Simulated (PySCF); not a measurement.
Sn(Me)(OEt)(NH2)2, C3H12N2OSn, SMILES [NH2][Sn]([CH3])([O]CC)[NH2] (GFN2-xTB optimised geometry):

```
19

C      2.301    -0.543    -0.545
C      0.916    -0.870    -1.084
O      0.071    -1.135     0.000
Sn    -1.930    -1.135     0.000
C     -2.363    -2.153     1.874
N     -2.665     0.765     0.000
N     -2.514    -1.849    -1.830
H      2.987    -0.361    -1.367
H      2.665    -1.375     0.052
H      2.252     0.339     0.088
H      0.970    -1.745    -1.742
H      0.548    -0.027    -1.682
H     -3.228    -1.690     2.332
H     -1.502    -2.057     2.523
H     -2.563    -3.202     1.687
H     -2.629     1.181    -0.924
H     -2.129     1.375     0.608
H     -2.223    -2.807    -1.987
H     -3.520    -1.829    -1.945
```

Level of theory: CAM-B3LYP/def2-SVP, def2 effective core potentials past Kr in PySCF 2.14.0.

Problem. What are the frontier orbital energies and the dipole moment?

Solution. HOMO-2 -8.63 eV, HOMO-1 -8.45 eV, HOMO -8.18 eV, LUMO 1.02 eV, LUMO+1 2.21 eV; dipole moment 1.46 D.
